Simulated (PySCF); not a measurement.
Level of theory: ωB97X-D3(BJ)/def2-TZVP // PBE0-D3(BJ)/def2-TZVP in PySCF. Isolated molecules, 0 K electronic values unless said otherwise. One relaxed conformer stands for a flexible species; it need not be the lowest. Excitations are Tamm–Dancoff values on a coarser integration grid. The basis has no diffuse functions, so Rydberg states are missing or too high.

Reference species (SMILES): `C=C=CC=S` (neutral, multiplicity 1).

```yaml
S1 oscillator strength: 0.000
S1 excitation (TDA): 2.42 eV
```

Changed species: `C=C=CF` (X = fluoro; the reference has X = thioformyl).

**Question.** Predict the effect on the S1 oscillator strength and S1 excitation (TDA).

**Answer.** the S1 oscillator strength is nearly the same; the S1 excitation (TDA) rises by 2.69 eV, to 5.11 eV.
